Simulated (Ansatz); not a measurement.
Reaction (ligand exchange at the Si–O bond): `[SiH3][SiH2]O[SiH2]S` + H₂S → `S[SiH2]S` + `O[SiH2][SiH3]`

Program: Ansatz. Geometries: PBE0-D4/def2-TZVP. ΔE: electronic, gas phase. CCSD(T)/CBS is the MP2 limit (def2-TZVPP, def2-QZVPP) plus CCSD(T) − MP2 in def2-TZVPP, frozen cores. This one scheme is used for every species. Functionals use def2-TZVPP. One conformer a species, not always the lowest.

(1) Is it downhill or uphill in electronic energy at CCSD(T)/CBS, and by how much? (Estimate.)

(2) What do these levels give: PBE-D4, ωB97X-V, B2PLYP, PBE, r2SCAN, HF/def2-TZVPP, MP2/def2-TZVPP, CCSD/def2-TZVPP, HF/def2-QZVPP, SCS-MP2/def2-QZVPP, HF/CBS(def2), MP2/CBS(def2)? (An estimate is asked.)

Largest T1 diagnostic among the species: 0.012.

Answers

(1) Computed: Uphill: ΔE = +61.7 kJ/mol.

(2) Computed: PBE-D4 47.3, ωB97X-V 61.5, B2PLYP 61.1, PBE 41.8, r2SCAN 55.0, HF/def2-TZVPP 73.0, MP2/def2-TZVPP 62.0, CCSD/def2-TZVPP 66.5, HF/def2-QZVPP 75.0, SCS-MP2/def2-QZVPP 64.7, HF/CBS(def2) 75.2, MP2/CBS(def2) 59.1 kJ/mol.

In def2-TZVPP, CCSD(T) changes the Hartree–Fock value by −8.4 kJ/mol (the triples alone add −1.9 kJ/mol) and MP2 by −11.0 kJ/mol. From PBE to PBE0 (25 % exact exchange), in def2-TZVPP and without D4, ΔE moves by +4.9 kJ/mol.
